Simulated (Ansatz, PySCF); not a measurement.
Noncovalent pair: NH3 (SMILES N) (first 4 atoms) with H2 (SMILES [H][H]); geometry from B3LYP-D3(BJ)/def2-TZVP.
(charge 0, multiplicity 1):
```xyz
6

N     -0.1683    -0.1111     0.0589
H     -0.7180     0.6543    -0.3143
H      0.7483    -0.0650    -0.3713
H     -0.6037    -0.9744    -0.2452
H     -0.0091     0.0102     2.6694
H      0.0362     0.0447     3.4152
```

Monomers are frozen at their geometry in the pair; levels with a basis set take the counterpoise correction. Rows marked so take none.

Rows in 6-31G* carry no dispersion term and start afresh at each structure (6-31G* with six Cartesian d functions).

The values were computed with Ansatz (a quantum-chemistry and plane-wave program); PySCF for 6-31G* rows, the dispersion terms. 

### Question
One of these levels gives -1.07 kcal/mol for the interaction energy. Name it.
A) B3LYP/def2-TZVPPD
B) B3LYP/6-31G* (no counterpoise)
C) PBE-D3(BJ)/def2-TZVPPD

### Answer
C, PBE-D3(BJ)/def2-TZVPPD. The others give -1.40 (B3LYP/6-31G* (no counterpoise)), -0.35 (B3LYP/def2-TZVPPD)
